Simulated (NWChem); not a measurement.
System: C₃H₈BN; SMILES C1B(N)CC1

Input file for NWChem:

```
start job
memory heap 200 mb stack 900 mb global 1100 mb
geometry units angstroms noautosym nocenter noautoz
  N      0.005814    -1.990812     0.000000
  B     -0.005279    -0.593548     0.000000
  C     -0.007944     0.512019     1.154570
  C      0.013393     1.570872     0.000000
  C     -0.007944     0.512019    -1.154570
  H      0.010631    -2.548893    -0.854650
  H      0.010631    -2.548893     0.854650
  H      0.873981     0.535990     1.829231
  H     -0.911461     0.549340     1.799591
  H      0.922666     2.206315     0.000000
  H     -0.863237     2.250803     0.000000
  H     -0.911461     0.549340    -1.799591
  H      0.873981     0.535990    -1.829231
end
basis spherical
  * library def2-svp
end
dft
  xc b3lyp
  iterations 150
end
property
  response 1 0.0773
end
task dft property
```

Structure relaxed at the PBE-D3(BJ)/def2-SVP level. No frequency run checked for a minimum. B3LYP is NWChem's, with the RPA form of VWN correlation.

Field at 589 nm.

**Question.** Give the results of this calculation. (B3LYP/def2-SVP.) Quantities: isotropic polarisability (bohr³); anisotropy (bohr³).

**Answer.** 
```yaml
isotropic polarisability (bohr³): 51.9
anisotropy (bohr³): 16.9
```
